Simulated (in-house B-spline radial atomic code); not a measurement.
A fraction x of an electron is removed from 3d in the selenium ion Se⁵⁺, starting from [Ar] 3d10 4s1 and keeping the highest spin. Level of theory: scalar-relativistic (X2C) PBEsol, spin-polarised, spherical fractional occupations, Fermi nucleus of rms radius 4.14 fm; calculated with a radial B-spline atomic code at the basis-set limit.

```csv
x,E(x) - E(0) (eV),3d down level (eV)
0,0.0000,-121.427
0.07,8.5708,-123.456
0.21,26.1404,-127.545
0.27,?,?
0.43,54.9141,-134.050
0.5,?,?
0.6,78.1345,-139.142
0.64,83.7243,-140.348
0.85,113.8662,-146.732
0.91,122.7253,-148.571
1,136.2213,-151.343
```

Question: What belongs in the row x = 0.27?

Answer: An energy change of 33.8460 eV; 3d down at -129.309 eV.

Question: What belongs in the row x = 0.5?

Answer: An energy change of 64.3706 eV; 3d down at -136.140 eV.

Question: Check Janak's theorem between x = 0.07 and 0.21.

Answer: The slope of the energy is 125.50 eV; the orbital levels give 125.50 eV (-ε of the emptying orbital, averaged over the two points).
